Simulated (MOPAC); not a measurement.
Input for MOPAC: PM7 on BCl2H (SMILES ClBCl), a point of a bond scan (R = 1.772 Å).

```
PM7 1SCF PRECISE CHARGE=0 THREADS=1
BCl2H

B     -0.49962006 1    -0.31561335 1    -0.37757090 1
H     -1.76238436 1    -1.11331005 1    -1.33186214 1
Cl    -0.35825051 1     1.42024989 1    -0.41873399 1
Cl     0.58410718 1    -1.27757472 1     0.58941750 1
```

Output:

```
*******************************************************************************
 **                                                                           **
 **                              MOPAC v23.2.5                                **
 **                                                                           **
 *******************************************************************************
 ** MOPAC's Digital Object Identifier: https://doi.org/10.5281/zenodo.6511958 **
 **                                                                           **
 ** Please cite the open-source release paper for use of this MOPAC version:  **
 ** J. E. Moussa and J. J. P. Stewart (2026)                                  **
 ** MOPAC: An open-source semiempirical molecular orbital program             **
 ** J. Open Source Softw., 11(119), 8025, https://doi.org/10.21105/joss.08025 **
 *******************************************************************************

                              PM7 CALCULATION RESULTS

 *******************************************************************************
 *  PM7        - The PM7 Hamiltonian to be used
 *
 *
 *
 *                 CHARGE ON SYSTEM = 0
 *
 *
 *
 *  PRECISE    - TIGHTER CRITERIA TO BE USED
 *  1SCF       - DO 1 SCF AND THEN STOP
 *  THREADS=1  - MULTI-THREADING NOT USED
 *  T=         - A TIME OF 172800.0 SECONDS REQUESTED
 *  DUMP=N     - RESTART FILE WRITTEN EVERY 7200.0 SECONDS REQUESTED
 *******************************************************************************
PM7 1SCF PRECISE CHARGE=0 THREADS=1
 BCl2H

   ATOM   CHEMICAL          X               Y               Z
  NUMBER   SYMBOL      (ANGSTROMS)     (ANGSTROMS)     (ANGSTROMS)

     1       B         -0.49962006  *  -0.31561335  *  -0.37757090  *
     2       H         -1.76238436  *  -1.11331005  *  -1.33186214  *
     3      Cl         -0.35825051  *   1.42024989  *  -0.41873399  *
     4      Cl          0.58410718  *  -1.27757472  *   0.58941750  *



          CARTESIAN COORDINATES

    NO.       ATOM           X           Y           Z

     1         B         -0.4996     -0.3156     -0.3776
     2         H         -1.7624     -1.1133     -1.3319
     3        Cl         -0.3583      1.4202     -0.4187
     4        Cl          0.5841     -1.2776      0.5894

 General Reference for PM7:
 "Optimization of Parameters for Semiempirical Methods VI: More Modifications to the
 NDDO Approximations and Re-optimization of Parameters", J. J. P. Stewart, J. Mol. Mod., 1:32, 19 (2013)
 https://link.springer.com/article/10.1007/s00894-012-1667-x

           Empirical Formula: H B Cl2  =     4 atoms



      MOLECULAR POINT GROUP   :   C2v


      RHF CALCULATION, NO. OF DOUBLY OCCUPIED LEVELS = 9


 -------------------------------------------------------------------------------
 PM7 1SCF PRECISE CHARGE=0 THREADS=1
 BCl2H



     1SCF WAS SPECIFIED, SO BFGS WAS NOT USED
     SCF FIELD WAS ACHIEVED


                              PM7 CALCULATION
                                                       MOPAC v23.2.5 Linux




          FINAL HEAT OF FORMATION =         -4.56711 KCAL/MOL =     -19.10880 KJ/MOL


          COSMO AREA              =        101.70 SQUARE ANGSTROMS
          COSMO VOLUME            =         84.96 CUBIC ANGSTROMS

          IONIZATION POTENTIAL    =         10.359636 EV
          HOMO LUMO ENERGIES (EV) =        -10.360 -1.517
          NO. OF FILLED LEVELS    =          9
          MOLECULAR WEIGHT        =         82.7239         POINT GROUP:  C2v

          MOLECULAR DIMENSIONS (Angstroms)

            Atom       Atom       Distance
           Cl     4    H     2     3.03716
           Cl     3    H     2     2.62628
            B     1   Cl     4     0.00000


          SCF CALCULATIONS        =          1





   ATOM   CHEMICAL          X               Y               Z
  NUMBER   SYMBOL      (ANGSTROMS)     (ANGSTROMS)     (ANGSTROMS)

     1       B         -0.49962006  *  -0.31561335  *  -0.37757090  *
     2       H         -1.76238436  *  -1.11331005  *  -1.33186214  *
     3      Cl         -0.35825051  *   1.42024989  *  -0.41873399  *
     4      Cl          0.58410718  *  -1.27757472  *   0.58941750  *

                             CARTESIAN COORDINATES

   1    B       -0.499620060    -0.315613350    -0.377570900
   2    H       -1.762384360    -1.113310050    -1.331862140
   3   Cl       -0.358250510     1.420249890    -0.418733990
   4   Cl        0.584107180    -1.277574720     0.589417500


           Empirical Formula: H B Cl2  =     4 atoms



      MOLECULAR POINT GROUP   :   C2v


                  EIGENVALUES
 -26.03894 -25.53870 -15.22982 -14.11778 -13.06476 -12.59638 -11.60663 -11.56546
 -10.35964  -1.51733  -0.01397   0.22624   2.05225  68.96940  69.00598  69.54546
  69.76762  69.80076  69.80934  70.16837  70.20868  70.65513  70.66891


              NET ATOMIC CHARGES AND DIPOLE CONTRIBUTIONS

  ATOM NO.   TYPE          CHARGE      No. of ELECS.   s-Pop       p-Pop       d-Pop
    1          B           0.220308        2.7797     0.74687     2.03282
    2          H           0.137368        0.8626     0.86263
    3         Cl          -0.178838        7.1788     1.98772     5.18950     0.00161
    4         Cl          -0.178838        7.1788     1.98772     5.18950     0.00161
 DIPOLE           X         Y         Z       TOTAL
 POINT-CHG.    -1.886    -1.191    -1.425     2.647
 HYBRID         0.460     0.291     0.348     0.646
 SUM           -1.425    -0.900    -1.077     2.000


          ATOMIC ORBITAL ELECTRON POPULATIONS

     Atom    s        px        py        pz      x^2-y^2     xz        z^2       yz        xy
    1  B   0.74687   0.71596   0.77333   0.54353
    2  H   0.86263
    3 Cl   1.98772   1.92684   1.35052   1.91214   0.00066   0.00004   0.00026   0.00029   0.00035
    4 Cl   1.98772   1.68156   1.79410   1.71384   0.00029   0.00043   0.00014   0.00035   0.00039

 **********************
 *                    *
 * JOB ENDED NORMALLY *
 *                    *
 **********************




 == MOPAC DONE ==
```

The run finished.

Cost: very roughly 0.03 core-seconds.
